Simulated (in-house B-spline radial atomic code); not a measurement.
A calculation on Mn6+: its settings, and results tabulated from the run. Computed with an all-electron radial atomic-structure program (B-spline basis): scalar-relativistic (X2C) BHandHLYP, spin-polarised, spherical fractional occupations, Fermi nucleus of rms radius 3.7057 fm.

Command:
```bash
python run_scf.py task.json out
```
Settings (nuclear radius in fm, mass in u):
```
Z                25
configuration    [Ar] 3d1
hamiltonian      x2c
method           bhandhlyp
spin_polarised   True
nucleus          fermi
rms_radius       3.7057
atomic_mass      54.93804
speed_of_light   137.035999084
```

Output (hartree, bohr):
```
 radial grid: 65 intervals, B-splines of order 8, outer radius 10.2985 bohr

 iter        energy (Eh)    residual
    1       -1140.288950    6.92e-01
    2       -1147.426615    2.13e-01
    3       -1148.104119    7.62e-02
    4       -1148.192445    2.75e-02
    5       -1148.203438    7.73e-03
    6       -1148.204678    3.05e-04
    7       -1148.204679    9.30e-06
    8       -1148.204679    9.37e-07
    9       -1148.204679    6.32e-08

 total energy                     -1148.20468
 kinetic                            1163.0990
 electron-nucleus                  -2664.3260
 Hartree                             401.8911
 exact exchange                      -23.8810
 exchange-correlation                -24.9877

 orbital      occ     eigenvalue          <r>       <r^2>       <1/r>       r_max
 1s up      1.000      -243.5396    0.0605897  0.00495023     25.2421     0.03954
 1s down    1.000      -243.5398    0.0605895  0.00495017     25.2421     0.03954
 2s up      1.000       -32.7645     0.278238   0.0914414      5.3697      0.2321
 2s down    1.000       -32.7334     0.278031   0.0912898     5.37362      0.2321
 2p up      3.000       -28.3487     0.246495    0.074638     5.21068      0.1884
 2p down    3.000       -28.3203     0.246222    0.074446     5.21487      0.1883
 3s up      1.000        -7.4202     0.805998    0.742729     1.76092      0.7173
 3s down    1.000        -7.3441     0.807137    0.744944     1.75718      0.7175
 3p up      3.000        -6.0907     0.831453      0.8019     1.64306      0.7247
 3p down    3.000        -6.0051     0.833514     0.80611     1.63774      0.7252
 3d up      1.000        -3.7924     0.879874    0.930653     1.40692      0.6852
```

Time taken, with all properties: 0.46 s on 1 thread of Arm Neoverse N1, on a shared host.

Caution: exact exchange at fractional occupations of open shells leaves self-interaction of up to several eV.
